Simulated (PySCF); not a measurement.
methyl chloride (CH3Cl), singlet, at a GFN2-xTB geometry; CCSD(T)/6-31G** in PySCF.

Input for PySCF:
```python
from pyscf import gto, scf, cc

mol = gto.Mole()
mol.atom = '''
    C    -0.00149191    0.04693566   -1.12182869
    Cl    0.00086957   -0.02735682    0.65386656
    H    -0.03217621    1.09066645   -1.41847283
    H     0.90554001   -0.42739850   -1.48323349
    H    -0.87919504   -0.47981606   -1.48305307
'''
mol.basis = '6-31g**'
mol.verbose = 4
mol.build()

mf = scf.RHF(mol)
mf.kernel()

mycc = cc.CCSD(mf, frozen=6)
mycc.kernel()
et = mycc.ccsd_t()
print('E(CCSD(T)) = %.10f' % (mycc.e_tot + et))
```

What the program printed (banner, timings and long lists left out):

```
PySCF version 2.14.0

[INPUT] verbose = 4
[INPUT] num. atoms = 5
[INPUT] num. electrons = 26
[INPUT] charge = 0
[INPUT] spin (= nelec alpha-beta = 2S) = 0
[INPUT] symmetry False subgroup None
[INPUT] Mole.unit = angstrom
[INPUT] Symbol           X                Y                Z      unit          X                Y                Z       unit  Magmom
[INPUT]  1 C     -0.001491910000   0.046935660000  -1.121828690000 AA   -0.002819301302   0.088695542876  -2.119948982780 Bohr   0.0
[INPUT]  2 Cl     0.000869570000  -0.027356820000   0.653866560000 AA    0.001643249146  -0.051696897439   1.235628720411 Bohr   0.0
[INPUT]  3 H     -0.032176210000   1.090666450000  -1.418472830000 AA   -0.060804224626   2.061060883752  -2.680525163837 Bohr   0.0
[INPUT]  4 H      0.905540010000  -0.427398500000  -1.483233490000 AA    1.711222613736  -0.807666111050  -2.802905074883 Bohr   0.0
[INPUT]  5 H     -0.879195040000  -0.479816060000  -1.483053070000 AA   -1.661437835676  -0.906720943568  -2.802564130495 Bohr   0.0

nuclear repulsion = 51.4948651614618
number of shells = 23
number of NR pGTOs = 99
number of NR cGTOs = 47
basis = 6-31g**
ecp = {}

******** <class 'pyscf.scf.hf.RHF'> ********
method = RHF
initial guess = minao
damping factor = 0
level_shift factor = 0
DIIS = <class 'pyscf.scf.diis.CDIIS'>
diis_start_cycle = 1
diis_space = 8
diis_damp = 0
SCF conv_tol = 1e-09
SCF conv_tol_grad = None
SCF max_cycles = 50
direct_scf = True
direct_scf_tol = 1e-13
Set gradient conv threshold to 3.16228e-05
Initial guess from minao.
init E= -499.119851034785
  HOMO = -0.373896437514058  LUMO = 0.0858624395134666  gap/eV = 12.51068
cycle= 1 E= -499.062285202413  delta_E= 0.0576  |g|= 0.319  |ddm|= 1.76
  HOMO = -0.416293956120032  LUMO = 0.169762055238152  gap/eV = 15.94740
cycle= 2 E= -499.089520945921  delta_E= -0.0272  |g|= 0.159  |ddm|= 0.496
  HOMO = -0.43138331059896  LUMO = 0.194310182306688  gap/eV = 17.02599
cycle= 3 E= -499.095729752089  delta_E= -0.00621  |g|= 0.0231  |ddm|= 0.135
  HOMO = -0.434013645786344  LUMO = 0.195949659398368  gap/eV = 17.14217
cycle= 4 E= -499.096014417613  delta_E= -0.000285  |g|= 0.00438  |ddm|= 0.0485
  HOMO = -0.433294698349718  LUMO = 0.1966778231151  gap/eV = 17.14243
cycle= 5 E= -499.096028076618  delta_E= -1.37e-05  |g|= 0.00134  |ddm|= 0.0125
  HOMO = -0.433940523247664  LUMO = 0.196389305469134  gap/eV = 17.15215
cycle= 6 E= -499.096029306294  delta_E= -1.23e-06  |g|= 0.000344  |ddm|= 0.00381
  HOMO = -0.433920539738782  LUMO = 0.196447024561064  gap/eV = 17.15318
cycle= 7 E= -499.096029382014  delta_E= -7.57e-08  |g|= 6.26e-05  |ddm|= 0.000844
  HOMO = -0.433937051087229  LUMO = 0.1964430423782  gap/eV = 17.15352
cycle= 8 E= -499.096029384418  delta_E= -2.4e-09  |g|= 1.07e-05  |ddm|= 0.000143
  HOMO = -0.433936468831352  LUMO = 0.196442308692881  gap/eV = 17.15348
cycle= 9 E= -499.096029384479  delta_E= -6.07e-11  |g|= 1.62e-06  |ddm|= 2.75e-05
  HOMO = -0.433936750684092  LUMO = 0.196442375607026  gap/eV = 17.15349
Extra cycle  E= -499.096029384482  delta_E= -2.84e-12  |g|= 5.24e-07  |ddm|= 4.19e-06
converged SCF energy = -499.096029384482

******** <class 'pyscf.cc.ccsd.CCSD'> ********
CC2 = 0
CCSD nocc = 7, nmo = 41
frozen orbitals 6
max_cycle = 50
direct = 0
conv_tol = 1e-07
conv_tol_normt = 1e-05
diis_space = 6
diis_start_cycle = 0
diis_start_energy_diff = 1e+09
Init t2, MP2 energy = -499.373388937448  E_corr(MP2) -0.277359552966176
Init E_corr(CCSD) = -0.27735955296629
cycle = 1  E_corr(CCSD) = -0.298723572777403  dE = -0.0213640198  norm(t1,t2) = 0.0363176
cycle = 2  E_corr(CCSD) = -0.304615740494782  dE = -0.00589216772  norm(t1,t2) = 0.0114796
cycle = 3  E_corr(CCSD) = -0.306591108737699  dE = -0.00197536824  norm(t1,t2) = 0.00453766
cycle = 4  E_corr(CCSD) = -0.306909684489238  dE = -0.000318575752  norm(t1,t2) = 0.00105145
cycle = 5  E_corr(CCSD) = -0.306858737854442  dE = 5.09466348e-05  norm(t1,t2) = 0.000311521
cycle = 6  E_corr(CCSD) = -0.306859088953116  dE = -3.51098674e-07  norm(t1,t2) = 5.26238e-05
cycle = 7  E_corr(CCSD) = -0.306860596246306  dE = -1.50729319e-06  norm(t1,t2) = 1.58604e-05
cycle = 8  E_corr(CCSD) = -0.306860675142612  dE = -7.88963062e-08  norm(t1,t2) = 3.85556e-06
CCSD converged
E(CCSD) = -499.4028900596243  E_corr = -0.3068606751426122
CCSD(T) correction = -0.00724858609553377
E(CCSD(T)) = -499.4101386457
```
